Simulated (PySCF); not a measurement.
# Bond lengths and vibrations by method: GeH4N

Calculated results; nothing here was measured. The program is PySCF 2.14.0, an open-source quantum chemistry code, run on an isolated molecule that a program drew, which may never have been made. The molecule is GeH4N (charge 0, doublet), drawn as the SMILES string `[NH2][GeH2]`.

The geometry was optimised and harmonic frequencies were computed with HF and MP2, all in the cc-pVDZ basis, for the commonest isotopes, with a restricted reference for singlets and an unrestricted one otherwise, and a frozen core in MP2. Germanium has the cc-pVDZ-PP basis, with a core potential (ECP10MDF) in place of its 10 inner electrons, and its 3s, 3p and 3d shells are frozen in MP2. Each result is a local minimum of its method.

Geometry at the HF minimum:
```xyz
6
GeH4N, angstrom
N    -0.1102   -0.5100   -0.6033
Ge    0.1788   -2.0764   -1.5335
H    -1.0388   -0.1333   -0.6901
H     0.5459    0.2258   -0.8029
H    -0.8531   -3.1023   -1.0284
H     1.6084   -2.5444   -1.2028
```

Lengths of the bonds as drawn, in Å (atoms numbered as above):
```
  bond     HF    MP2
N1-Ge2  1.845  1.867
 N1-H3  1.006  1.023
 N1-H4  1.006  1.023
Ge2-H5  1.540  1.546
Ge2-H6  1.540  1.546
```

Rotational constants, in GHz:
| constant | HF | MP2 |
|---|---|---|
| A | 86 | 83.43 |
| B | 10.02 | 9.828 |
| C | 9.413 | 9.265 |

Harmonic frequencies in cm^-1, each column in rising order, so a row needn't be the same motion in every method:
| rank | HF | MP2 |
|---|---|---|
| 1 | 237 | 247 |
| 2 | 598 | 592 |
| 3 | 639 | 610 |
| 4 | 689 | 656 |
| 5 | 785 | 758 |
| 6 | 905 | 860 |
| 7 | 974 | ? |
| 8 | 1698 | 1574 |
| 9 | 2155 | 2111 |
| 10 | 2173 | 2141 |
| 11 | 3734 | 3529 |
| 12 | 3826 | 3635 |

**Estimate the missing MP2 frequency from the HF column.**

A single factor s that minimises the squared misfit of MP2 against s times HF over the other rows is sum(HF x MP2) / sum(HF^2) = 0.9546, with an rms misfit of 33 cm^-1. For rank 7 it gives 0.9546 x 974 = 930 cm^-1. The calculation gives 931 cm^-1, 1 cm^-1 above the estimate. The drawn bonds are on average 1.1 % longer in MP2 than in HF.
